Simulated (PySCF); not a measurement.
Do core-level shifts follow atomic charges?

CH₁₁NOSi₃.
Structure used (PBE0-D3(BJ)/def2-SVP), in Å, numbered top down from 1:
```
atom  x, y, z in Å
C1     2.0557   -0.8224    0.0031
Si2    1.1939    0.1679    1.3650
Si3   -0.6939    1.2430    0.4839
N4    -0.1791    2.1139   -0.9118
O5    -1.8574    0.0679    0.1904
Si6   -2.0688   -1.3665   -0.6042
H7     2.9388   -1.3449    0.4017
H8     1.3811   -1.5784   -0.4277
H9     2.3955   -0.1606   -0.8088
H10    0.7790   -0.7540    2.4709
H11    2.1482    1.1702    1.9388
H12   -1.3551    2.2248    1.3876
H13   -0.7843    2.7984   -1.3524
H14    0.4459    1.6937   -1.5899
H15   -1.3527   -2.4720    0.1056
H16   -1.5274   -1.2849   -1.9982
H17   -3.5236   -1.6828   -0.6639
```

Binding energies: delta-SCF UKS SCAN, pcX-2 on the ionised atom, pcseg-1 elsewhere, spin-free X2C (PySCF). Charges: PBE0/pcSseg-1 ground-state density, for the ionised atom.

```json
{"atom": "Si2", "environment": "SiH2 silicon", "Si 1s (eV)": "1845.82", "Mulliken (e)": "+0.234", "IAO (e)": "+0.412", "Hirshfeld (e)": "+0.236", "ESP (e)": "+0.228"}
{"atom": "Si3", "environment": "oxygen-bound silicon", "Si 1s (eV)": "1846.92", "Mulliken (e)": "+0.832", "IAO (e)": "+0.941", "Hirshfeld (e)": "+0.352", "ESP (e)": "+0.614"}
{"atom": "Si6", "environment": "oxygen-bound silicon", "Si 1s (eV)": "1847.27", "Mulliken (e)": "+0.701", "IAO (e)": "+0.840", "Hirshfeld (e)": "+0.375", "ESP (e)": "+0.545"}
```

Q: How well does each charge scheme correlate with the binding energies over these sites?

A: Hirshfeld: r = 1.00, slope 10.2 eV per e; ESP: r = 0.92, slope 3.4 eV per e; IAO: r = 0.92, slope 2.5 eV per e; Mulliken: r = 0.90, slope 2.2 eV per e. Hirshfeld charges have the highest r, on only 3 points.

Q: The point-charge model writes a binding energy as kq + V + constant, with V the potential of the other atoms' charges at the site. What does it give with the ESP charges?

A: V = Σ 14.40 eV Å × q/r over all other atoms: -2.12 eV at Si2, -7.46 eV at Si3, -5.92 eV at Si6. Fitting binding energy − V to q gives k = 16.6 eV per e and leaves an rms residual of 0.02 eV, against 0.24 eV for the fit on q alone. The model has no term for differences in relaxation between sites.

One conformer (not necessarily the lowest) at the PBE0-D3(BJ)/def2-SVP geometry, without solvent, vibrations or thermal averaging.
